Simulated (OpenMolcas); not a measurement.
Au5+ (d6) among equal point charges was computed by CASSCF with the d shell active (OpenMolcas, ANO-RCC-VDZP on the metal). Its lowest spin-free states, and all those of the highest spin:

| 2S+1 | Degeneracy | E (cm-1) |
| --- | --- | --- |
| 5 | 2 | 0.0 |
| 5 | 3 | 1578 |
| 3 | 3 | 20486 |
| 3 | 2 | 21007 |
| 3 | 3 | 21874 |
| 3 | 3 | 22152 |
| 3 | 3 | 23854 |
| 3 | 1 | 24182 |
| 3 | 3 | 24742 |
| 3 | 1 | 25802 |
| 3 | 3 | 25906 |
| 3 | 2 | 26533 |

Q: Is the site octahedral, tetrahedral or cube-like, axial, or of lower symmetry?

A: The states with 2S+1 = 5 have orbital degeneracies 2, 3. Threefold states need a cubic site. For d6 at this spin an octahedron puts the threefold T2 below the twofold E and a tetrahedron or cube puts the twofold E below the threefold T2, so the site is a tetrahedron or a cube, which this pattern cannot tell apart. The first gap at this spin, 1580 cm-1, is |10Dq| in ligand-field theory. The run had Au5+ among 4 point charges of -1.25 e arranged as a tetrahedron (Td), 2.05 Å from the ion.

Spin-orbit coupling mixes the spin-free states strongly: the lowest level takes only 51 % from its leading state, 5E. An orbital doublet at a regular site is open to a Jahn-Teller distortion, which this geometry leaves out. Without dynamic correlation the repulsion within the d shell is too large (B by tens of per cent), so at a given field states of lower spin stand too high. Point charges give a weaker field than real ligands, and real ions of this kind are as a rule low spin; the high spin found here belongs to the model. The ground term spreads over less than 5000 cm-1, several times less than with real ligands, so orbital moments are less quenched and χT lies further from the spin-only value than at real sites. This is an electrostatic model: the charges have no orbitals. No measured value stands beside these numbers.
